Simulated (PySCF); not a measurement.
Partial charges of `FC(F)(F)[C@@H]1CCCCN1`

Compound: C₆H₁₀F₃N.
Z-matrix (Å and degrees, PBE0-D3(BJ)/def2-SVP geometry), rows numbered from 1:
```
F 
C   1  1.3376
F   2  1.3289  1  107.62
F   2  1.3434  1  107.23  3   115.26
C   2  1.5163  1  111.22  3  -123.28
C   5  1.5309  2  112.03  1   -51.75
C   6  1.5262  5  109.99  2  -177.10
C   7  1.5254  6  111.34  5    52.32
C   8  1.5270  7  110.46  6   -52.86
N   5  1.4462  2  108.69  1  -178.68
H   5  1.1059  2  105.09  1    66.04
H   6  1.1042  5  108.58  2   -56.57
H   6  1.1006  5  110.26  2    60.36
H   7  1.1012  6  110.17  5   175.74
H   7  1.1053  6  108.95  5   -68.05
H   8  1.1023  7  110.80  6  -175.60
H   8  1.1053  7  109.48  6    67.13
H   9  1.1056  8  109.36  7   -66.98
H   9  1.1011  8  111.12  7   176.12
H  10  1.0192  5  109.20  2    57.12
```

Density: PBE0/pcSseg-1 (PySCF); schemes: Mulliken, IAO, Hirshfeld and ESP-fitted. Isolated species at its PBE0-D3(BJ)/def2-SVP geometry (one conformer only).

Task: What partial charge does each atom carry?

Result: In e:

```tsv
atom	environment	Mulliken	IAO	Hirshfeld	ESP-fitted
F1	fluorine of a CF3 group	-0.273	-0.286	-0.087	-0.168
C2	CF3 carbon	+0.876	+0.809	+0.258	+0.443
F3	fluorine of a CF3 group	-0.257	-0.271	-0.089	-0.157
F4	fluorine of a CF3 group	-0.282	-0.290	-0.090	-0.160
C5	sp3 carbon bound to nitrogen	-0.207	-0.054	-0.013	-0.089
C6	ring CH2 carbon	-0.178	-0.279	-0.084	-0.211
C7	ring CH2 carbon	-0.223	-0.251	-0.067	+0.080
C8	ring CH2 carbon	-0.243	-0.272	-0.076	-0.163
C9	sp3 carbon bound to nitrogen	-0.036	-0.149	-0.023	+0.142
N10	secondary amine nitrogen	-0.474	-0.414	-0.174	-0.721
H11	methine hydrogen	+0.141	+0.149	+0.043	+0.195
H12	methylene hydrogen	+0.119	+0.131	+0.030	+0.102
H13	methylene hydrogen	+0.135	+0.143	+0.037	+0.076
H14	methylene hydrogen	+0.131	+0.139	+0.043	+0.013
H15	methylene hydrogen	+0.116	+0.124	+0.035	+0.018
H16	methylene hydrogen	+0.123	+0.135	+0.042	+0.033
H17	methylene hydrogen	+0.113	+0.123	+0.033	+0.067
H18	methylene hydrogen	+0.115	+0.130	+0.038	+0.064
H19	methylene hydrogen	+0.126	+0.144	+0.046	+0.048
H20	N–H hydrogen	+0.180	+0.240	+0.099	+0.387
```

Mean size of the charges over all atoms: IAO 0.227 e, Mulliken 0.217 e, ESP-fitted 0.167 e, Hirshfeld 0.070 e. Each set sums to the total charge, 0, to within 0.001 e. The Mulliken scheme counts on each atom the diagonal of the density matrix times the overlap matrix over that atom's basis functions.

Lowest charge. All schemes agree: Mulliken N10 (-0.474); IAO N10 (-0.414); Hirshfeld N10 (-0.174); ESP-fitted N10 (-0.721).

Highest charge. All schemes agree: Mulliken C2 (+0.876); IAO C2 (+0.809); Hirshfeld C2 (+0.258); ESP-fitted C2 (+0.443).

Task: How closely do the schemes follow one another over all atoms?

Result: Correlation coefficient and root-mean-square difference: IAO with Hirshfeld 0.99, 0.188 e; Mulliken with IAO 0.98, 0.055 e; Mulliken with Hirshfeld 0.98, 0.193 e; Hirshfeld with ESP-fitted 0.86, 0.165 e; Mulliken with ESP-fitted 0.82, 0.161 e; IAO with ESP-fitted 0.80, 0.168 e.

Task: How many electrons does the IAO scheme count on C9?

Result: Z − q = 6 − (-0.149) = 6.149.

Task: Sum the charges by element, for elements with more than one atom.

Result: 
```json
{"element": "F", "atoms": "3", "Mulliken": "-0.813", "IAO": "-0.847", "Hirshfeld": "-0.266", "ESP-fitted": "-0.484"}
{"element": "C", "atoms": "6", "Mulliken": "-0.011", "IAO": "-0.196", "Hirshfeld": "-0.005", "ESP-fitted": "+0.201"}
{"element": "H", "atoms": "10", "Mulliken": "+1.299", "IAO": "+1.457", "Hirshfeld": "+0.445", "ESP-fitted": "+1.004"}
```

The run behind these numbers computed NMR shieldings as well. Hardware: Arm Neoverse V1, one thread, shared host. Cost: 56 s of wall time.
